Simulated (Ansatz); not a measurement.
**Molecular dynamics of BF$_{2}$H$_{2}$N**

Input file:

```yaml
crystal:
  periodic: [false, false, false]
  atoms:
    - { symbol: B, position_ang: [0.221491, -0.751506, -0.106263] }
    - { symbol: F, position_ang: [-0.377977, -1.172458, 0.922933] }
    - { symbol: "N", position_ang: [1.485098, -1.188858, -0.394984] }
    - { symbol: H, position_ang: [2.04876, -1.790861, 0.190524] }
    - { symbol: H, position_ang: [2.022848, -0.852884, -1.16977] }
    - { symbol: F, position_ang: [-0.401697, 0.255981, -0.769616] }
basis:
  gaussian: { orbitals: def2-SVPD }
hamiltonian:
  xc: hf
md:
  timestep: 1.0
  n_steps: 150
  ensemble: nvt_nose_hoover
  temperature: 300.0
  initial_velocities: maxwell_boltzmann
  seed: 914907
  nose_hoover: { tau: 1.0, chain_length: 1 }
```

Command:

```bash
$ ansatz run input.yaml --threads 1 --pin off --max-ram 2048MiB --backend cpu --events-out ev --progress --plain --runs-dir out
```

It goes on from the last frame of an earlier run, with new velocities.

Output, in part (one step line in 2, the closing report, with atoms numbered from 0):

```
md step     0: t =     0.00 fs  T =   300.0 K  F+E_penalty+E_count = -7595.98346234 eV  E_kin = 0.155112 eV  conserved = -7595.82835034 eV  (29 SCF iters)
md step     2: t =     2.00 fs  T =   306.3 K  F+E_penalty+E_count = -7595.98500315 eV  E_kin = 0.158389 eV  conserved = -7595.82841632 eV  (21 SCF iters)
md step     4: t =     4.00 fs  T =   319.0 K  F+E_penalty+E_count = -7596.03065703 eV  E_kin = 0.164941 eV  conserved = -7595.82933018 eV  (21 SCF iters)
md step     6: t =     6.00 fs  T =   256.5 K  F+E_penalty+E_count = -7596.06944220 eV  E_kin = 0.132639 eV  conserved = -7595.83063916 eV  (21 SCF iters)
md step     8: t =     8.00 fs  T =   339.3 K  F+E_penalty+E_count = -7596.06918793 eV  E_kin = 0.175425 eV  conserved = -7595.82974120 eV  (22 SCF iters)
md step    10: t =    10.00 fs  T =   264.0 K  F+E_penalty+E_count = -7596.06239194 eV  E_kin = 0.136489 eV  conserved = -7595.82998262 eV  (22 SCF iters)
md step    12: t =    12.00 fs  T =   337.3 K  F+E_penalty+E_count = -7596.05883293 eV  E_kin = 0.174419 eV  conserved = -7595.82910404 eV  (22 SCF iters)
md step    14: t =    14.00 fs  T =   273.1 K  F+E_penalty+E_count = -7596.08065922 eV  E_kin = 0.141180 eV  conserved = -7595.83052426 eV  (21 SCF iters)
md step    16: t =    16.00 fs  T =   288.2 K  F+E_penalty+E_count = -7596.08260370 eV  E_kin = 0.148995 eV  conserved = -7595.83010977 eV  (22 SCF iters)
md step    18: t =    18.00 fs  T =   315.8 K  F+E_penalty+E_count = -7596.07516476 eV  E_kin = 0.163271 eV  conserved = -7595.83053901 eV  (21 SCF iters)
md step    20: t =    20.00 fs  T =   242.9 K  F+E_penalty+E_count = -7596.04670689 eV  E_kin = 0.125569 eV  conserved = -7595.82981135 eV  (21 SCF iters)
md step    22: t =    22.00 fs  T =   380.2 K  F+E_penalty+E_count = -7596.01369864 eV  E_kin = 0.196576 eV  conserved = -7595.82999534 eV  (21 SCF iters)
md step    24: t =    24.00 fs  T =   211.2 K  F+E_penalty+E_count = -7595.97823252 eV  E_kin = 0.109181 eV  conserved = -7595.82938691 eV  (21 SCF iters)
md step    26: t =    26.00 fs  T =   431.4 K  F+E_penalty+E_count = -7595.96471084 eV  E_kin = 0.223071 eV  conserved = -7595.82965394 eV  (30 SCF iters)
md step    28: t =    28.00 fs  T =   199.3 K  F+E_penalty+E_count = -7595.95440074 eV  E_kin = 0.103035 eV  conserved = -7595.82947055 eV  (21 SCF iters)
md step    30: t =    30.00 fs  T =   419.5 K  F+E_penalty+E_count = -7595.96461739 eV  E_kin = 0.216874 eV  conserved = -7595.82979288 eV  (22 SCF iters)
md step    32: t =    32.00 fs  T =   215.8 K  F+E_penalty+E_count = -7595.96781662 eV  E_kin = 0.111552 eV  conserved = -7595.82951335 eV  (21 SCF iters)
md step    34: t =    34.00 fs  T =   365.0 K  F+E_penalty+E_count = -7595.98455801 eV  E_kin = 0.188720 eV  conserved = -7595.83003935 eV  (21 SCF iters)
md step    36: t =    36.00 fs  T =   256.2 K  F+E_penalty+E_count = -7595.99398319 eV  E_kin = 0.132484 eV  conserved = -7595.82911979 eV  (21 SCF iters)
md step    38: t =    38.00 fs  T =   317.7 K  F+E_penalty+E_count = -7596.02868020 eV  E_kin = 0.164288 eV  conserved = -7595.83012028 eV  (21 SCF iters)
md step    40: t =    40.00 fs  T =   292.7 K  F+E_penalty+E_count = -7596.06508352 eV  E_kin = 0.151336 eV  conserved = -7595.82991495 eV  (21 SCF iters)
md step    42: t =    42.00 fs  T =   268.7 K  F+E_penalty+E_count = -7596.09262441 eV  E_kin = 0.138909 eV  conserved = -7595.83138447 eV  (21 SCF iters)
md step    44: t =    44.00 fs  T =   323.7 K  F+E_penalty+E_count = -7596.06967606 eV  E_kin = 0.167352 eV  conserved = -7595.82986658 eV  (21 SCF iters)
md step    46: t =    46.00 fs  T =   268.1 K  F+E_penalty+E_count = -7596.03485357 eV  E_kin = 0.138616 eV  conserved = -7595.82985331 eV  (21 SCF iters)
md step    48: t =    48.00 fs  T =   355.4 K  F+E_penalty+E_count = -7596.00874463 eV  E_kin = 0.183739 eV  conserved = -7595.82811452 eV  (21 SCF iters)
md step    50: t =    50.00 fs  T =   269.5 K  F+E_penalty+E_count = -7596.04086860 eV  E_kin = 0.139347 eV  conserved = -7595.83018477 eV  (21 SCF iters)
md step    52: t =    52.00 fs  T =   306.3 K  F+E_penalty+E_count = -7596.06247989 eV  E_kin = 0.158358 eV  conserved = -7595.82996228 eV  (21 SCF iters)
md step    54: t =    54.00 fs  T =   295.7 K  F+E_penalty+E_count = -7596.07015692 eV  E_kin = 0.152908 eV  conserved = -7595.83080684 eV  (21 SCF iters)
md step    56: t =    56.00 fs  T =   270.2 K  F+E_penalty+E_count = -7596.04227593 eV  E_kin = 0.139722 eV  conserved = -7595.82947747 eV  (22 SCF iters)
md step    58: t =    58.00 fs  T =   360.8 K  F+E_penalty+E_count = -7596.02587143 eV  E_kin = 0.186551 eV  conserved = -7595.82942800 eV  (21 SCF iters)
md step    60: t =    60.00 fs  T =   239.6 K  F+E_penalty+E_count = -7596.03198679 eV  E_kin = 0.123880 eV  conserved = -7595.82978348 eV  (21 SCF iters)
md step    62: t =    62.00 fs  T =   379.5 K  F+E_penalty+E_count = -7596.05599085 eV  E_kin = 0.196224 eV  conserved = -7595.83027154 eV  (21 SCF iters)
md step    64: t =    64.00 fs  T =   219.7 K  F+E_penalty+E_count = -7596.06361968 eV  E_kin = 0.113580 eV  conserved = -7595.83091568 eV  (21 SCF iters)
md step    66: t =    66.00 fs  T =   373.1 K  F+E_penalty+E_count = -7596.04280961 eV  E_kin = 0.192923 eV  conserved = -7595.83033154 eV  (21 SCF iters)
md step    68: t =    68.00 fs  T =   236.7 K  F+E_penalty+E_count = -7596.00024818 eV  E_kin = 0.122388 eV  conserved = -7595.82990962 eV  (21 SCF iters)
md step    70: t =    70.00 fs  T =   351.7 K  F+E_penalty+E_count = -7595.97735725 eV  E_kin = 0.181852 eV  conserved = -7595.82919094 eV  (21 SCF iters)
md step    72: t =    72.00 fs  T =   264.5 K  F+E_penalty+E_count = -7595.98818419 eV  E_kin = 0.136736 eV  conserved = -7595.83003210 eV  (21 SCF iters)
md step    74: t =    74.00 fs  T =   275.5 K  F+E_penalty+E_count = -7596.00548140 eV  E_kin = 0.142431 eV  conserved = -7595.83055137 eV  (21 SCF iters)
md step    76: t =    76.00 fs  T =   323.0 K  F+E_penalty+E_count = -7596.00785381 eV  E_kin = 0.166991 eV  conserved = -7595.83044217 eV  (21 SCF iters)
md step    78: t =    78.00 fs  T =   230.5 K  F+E_penalty+E_count = -7595.99218164 eV  E_kin = 0.119170 eV  conserved = -7595.83016561 eV  (22 SCF iters)
md step    80: t =    80.00 fs  T =   394.4 K  F+E_penalty+E_count = -7595.97243733 eV  E_kin = 0.203901 eV  conserved = -7595.82950644 eV  (22 SCF iters)
md step    82: t =    82.00 fs  T =   215.5 K  F+E_penalty+E_count = -7595.96636152 eV  E_kin = 0.111438 eV  conserved = -7595.82963096 eV  (22 SCF iters)
md step    84: t =    84.00 fs  T =   413.6 K  F+E_penalty+E_count = -7595.98991162 eV  E_kin = 0.213823 eV  conserved = -7595.82928396 eV  (30 SCF iters)
md step    86: t =    86.00 fs  T =   223.8 K  F+E_penalty+E_count = -7596.03156239 eV  E_kin = 0.115722 eV  conserved = -7595.82994992 eV  (21 SCF iters)
md step    88: t =    88.00 fs  T =   359.4 K  F+E_penalty+E_count = -7596.07531171 eV  E_kin = 0.185844 eV  conserved = -7595.83066458 eV  (21 SCF iters)
md step    90: t =    90.00 fs  T =   251.6 K  F+E_penalty+E_count = -7596.09372088 eV  E_kin = 0.130065 eV  conserved = -7595.83089156 eV  (21 SCF iters)
md step    92: t =    92.00 fs  T =   306.2 K  F+E_penalty+E_count = -7596.08286767 eV  E_kin = 0.158336 eV  conserved = -7595.83072510 eV  (21 SCF iters)
md step    94: t =    94.00 fs  T =   308.8 K  F+E_penalty+E_count = -7596.04145468 eV  E_kin = 0.159644 eV  conserved = -7595.82910157 eV  (21 SCF iters)
md step    96: t =    96.00 fs  T =   285.6 K  F+E_penalty+E_count = -7596.03354755 eV  E_kin = 0.147661 eV  conserved = -7595.82987583 eV  (21 SCF iters)
md step    98: t =    98.00 fs  T =   330.6 K  F+E_penalty+E_count = -7596.03695647 eV  E_kin = 0.170936 eV  conserved = -7595.82944069 eV  (22 SCF iters)
md step   100: t =   100.00 fs  T =   249.9 K  F+E_penalty+E_count = -7596.03992426 eV  E_kin = 0.129213 eV  conserved = -7595.83084067 eV  (21 SCF iters)
md step   102: t =   102.00 fs  T =   351.3 K  F+E_penalty+E_count = -7596.00489290 eV  E_kin = 0.181615 eV  conserved = -7595.82879753 eV  (21 SCF iters)
md step   104: t =   104.00 fs  T =   272.0 K  F+E_penalty+E_count = -7595.99501715 eV  E_kin = 0.140654 eV  conserved = -7595.82947137 eV  (21 SCF iters)
md step   106: t =   106.00 fs  T =   329.9 K  F+E_penalty+E_count = -7596.01537759 eV  E_kin = 0.170558 eV  conserved = -7595.82846662 eV  (21 SCF iters)
md step   108: t =   108.00 fs  T =   286.5 K  F+E_penalty+E_count = -7596.08936583 eV  E_kin = 0.148108 eV  conserved = -7595.83106864 eV  (21 SCF iters)
md step   110: t =   110.00 fs  T =   255.4 K  F+E_penalty+E_count = -7596.11802771 eV  E_kin = 0.132049 eV  conserved = -7595.83127717 eV  (22 SCF iters)
md step   112: t =   112.00 fs  T =   347.3 K  F+E_penalty+E_count = -7596.10927917 eV  E_kin = 0.179584 eV  conserved = -7595.83125425 eV  (21 SCF iters)
md step   114: t =   114.00 fs  T =   213.4 K  F+E_penalty+E_count = -7596.05931530 eV  E_kin = 0.110344 eV  conserved = -7595.83065969 eV  (21 SCF iters)
md step   116: t =   116.00 fs  T =   425.3 K  F+E_penalty+E_count = -7595.97407128 eV  E_kin = 0.219876 eV  conserved = -7595.82885724 eV  (21 SCF iters)
md step   118: t =   118.00 fs  T =   203.1 K  F+E_penalty+E_count = -7595.90136027 eV  E_kin = 0.105002 eV  conserved = -7595.82901407 eV  (21 SCF iters)
md step   120: t =   120.00 fs  T =   425.5 K  F+E_penalty+E_count = -7595.87139117 eV  E_kin = 0.220009 eV  conserved = -7595.82837560 eV  (21 SCF iters)
md step   122: t =   122.00 fs  T =   217.7 K  F+E_penalty+E_count = -7595.86861894 eV  E_kin = 0.112538 eV  conserved = -7595.82878527 eV  (21 SCF iters)
md step   124: t =   124.00 fs  T =   346.0 K  F+E_penalty+E_count = -7595.89682623 eV  E_kin = 0.178912 eV  conserved = -7595.82906711 eV  (21 SCF iters)
md step   126: t =   126.00 fs  T =   271.5 K  F+E_penalty+E_count = -7595.94582631 eV  E_kin = 0.140374 eV  conserved = -7595.82913534 eV  (21 SCF iters)
md step   128: t =   128.00 fs  T =   267.3 K  F+E_penalty+E_count = -7595.98922151 eV  E_kin = 0.138183 eV  conserved = -7595.83026366 eV  (21 SCF iters)
md step   130: t =   130.00 fs  T =   345.1 K  F+E_penalty+E_count = -7596.02422098 eV  E_kin = 0.178455 eV  conserved = -7595.82923311 eV  (21 SCF iters)
md step   132: t =   132.00 fs  T =   243.9 K  F+E_penalty+E_count = -7596.06891315 eV  E_kin = 0.126118 eV  conserved = -7595.83080858 eV  (21 SCF iters)
md step   134: t =   134.00 fs  T =   352.0 K  F+E_penalty+E_count = -7596.08911337 eV  E_kin = 0.182015 eV  conserved = -7595.82987860 eV  (21 SCF iters)
md step   136: t =   136.00 fs  T =   253.2 K  F+E_penalty+E_count = -7596.10266074 eV  E_kin = 0.130920 eV  conserved = -7595.83124110 eV  (22 SCF iters)
md step   138: t =   138.00 fs  T =   317.7 K  F+E_penalty+E_count = -7596.07797673 eV  E_kin = 0.164262 eV  conserved = -7595.82984013 eV  (21 SCF iters)
md step   140: t =   140.00 fs  T =   307.0 K  F+E_penalty+E_count = -7596.05217572 eV  E_kin = 0.158716 eV  conserved = -7595.82939645 eV  (21 SCF iters)
md step   142: t =   142.00 fs  T =   281.9 K  F+E_penalty+E_count = -7596.05530712 eV  E_kin = 0.145735 eV  conserved = -7595.82975312 eV  (30 SCF iters)
md step   144: t =   144.00 fs  T =   340.7 K  F+E_penalty+E_count = -7596.07969588 eV  E_kin = 0.176147 eV  conserved = -7595.83004890 eV  (21 SCF iters)
md step   146: t =   146.00 fs  T =   236.6 K  F+E_penalty+E_count = -7596.09524548 eV  E_kin = 0.122337 eV  conserved = -7595.83126171 eV  (21 SCF iters)
md step   148: t =   148.00 fs  T =   358.9 K  F+E_penalty+E_count = -7596.06510063 eV  E_kin = 0.185573 eV  conserved = -7595.83012426 eV  (21 SCF iters)
md step   150: t =   150.00 fs  T =   239.7 K  F+E_penalty+E_count = -7596.01129531 eV  E_kin = 0.123909 eV  conserved = -7595.83016393 eV  (30 SCF iters)
Total energy: -7596.01129531 eV, -279.1482663412 hartree
Atom 0 at     0.213254    -0.737529    -0.157185 Å, force    -0.927676     0.383477     2.735285 eV/Å
Atom 1 at    -0.386598    -1.186984     0.972274 Å, force     0.033271    -0.043036    -1.119701 eV/Å
Atom 2 at     1.482686    -1.140706    -0.403870 Å, force     1.510119    -0.959467    -0.980179 eV/Å
Atom 3 at     1.814106    -1.971201     0.027273 Å, force     0.256411    -0.074654     0.262266 eV/Å
Atom 4 at     2.055832    -0.822879    -1.155812 Å, force    -0.196024     0.057333    -0.020541 eV/Å
Atom 5 at    -0.375910     0.235030    -0.775510 Å, force    -0.676102     0.636347    -0.877130 eV/Å
Dipole moment:     0.502276    -0.253943    -0.280015 e Å
```

All steps were run. The conserved energy stayed within 0.53 meV per atom of its start (net change -0.3 meV per atom), so the integration is sound. A run of 0.15 ps of so small a system gives no equilibrium averages.

The same pairs are bonded in the first frame and the last. Pairs count as bonded within 1.25 times the sum of covalent radii (0.12 Å more for H–H).

Last frame:

```xyz
6
Properties=species:S:1:pos:R:3
B 0.213 -0.738 -0.157
F -0.387 -1.187 0.972
N 1.483 -1.141 -0.404
H 1.814 -1.971 0.027
H 2.056 -0.823 -1.156
F -0.376 0.235 -0.775
```

Run time: 3.8 min on 1 thread of Intel(R) Xeon(R) Platinum 8375C CPU @ 2.90GHz (Ice Lake) (shared host), peak memory 0.2 GiB.
